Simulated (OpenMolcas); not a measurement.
Exact exchange and the vertical energy of the triplet above the singlet of Si2H2OF2

The species is Si2H2OF2 (7 atoms), meant as a singlet with charge 0. SMILES: `F[Si]1(F)O[SiH2]1`. Geometry: relaxed at PBE0-D4/def2-TZVP.

The vertical energy of the triplet above the singlet y, in eV, basis def2-SVP; a is the functional's share of exact exchange. Programs: OpenMolcas 26.06.

```
functional     program     a  y (eV)
      BLYP  OpenMolcas     0    3.88
      TPSS  OpenMolcas     0    3.88
     B3LYP  OpenMolcas   0.2       ?
      PBE0  OpenMolcas  0.25    3.96
     BHLYP  OpenMolcas   0.5    4.22
```

Problem. Fit y = c + s·a to the known rows and predict B3LYP.

Solution. 
1. Means of the 4 rows: a = 0.1875, y = 3.985.
2. Σ(Δa)² = 0.17188, Σ(Δa·Δy) = 0.11125, so the slope is 0.11125/0.17188 = 0.64725.
3. Intercept: 3.985 − (0.64725) × 0.1875 = 3.864. The largest residual of the fit is 0.066.
4. B3LYP: 3.864 + (0.64725) × 0.2 = 3.99 eV.

The run gave 4.04 eV, so the prediction is off by -0.05 eV, within the largest residual.
